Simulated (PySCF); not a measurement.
This script is equivalent to a calculation on Mn²⁺ (manganese, charge +2).

```python
from pyscf import gto, scf, dft, mp, cc
import basis_set_exchange as bse
mol = gto.M(atom="Mn 0 0 0", charge=2, spin=5, symmetry="D2h",
            basis=gto.basis.parse(bse.get_basis("cc-pVTZ", elements=["Mn"], fmt="nwchem", header=False)))
mf = dft.UKS(mol, xc="B3LYP")
mf.irrep_nelec = {'Ag': (5, 3), 'B1g': (1, 0), 'B2g': (1, 0), 'B3g': (1, 0), 'B1u': (2, 2), 'B2u': (2, 2), 'B3u': (2, 2)}
mf.kernel()
```

**Question.** What total energy does it give?

**Answer.** -1150.170 hartree (calculated).

**Question.** Which occupied shell lies highest, and where?

**Answer.** 3d α, at -27.947 eV.

**Question.** What is ⟨S²⟩, and what would a pure spin state give?

**Answer.** 8.751, against 8.75.
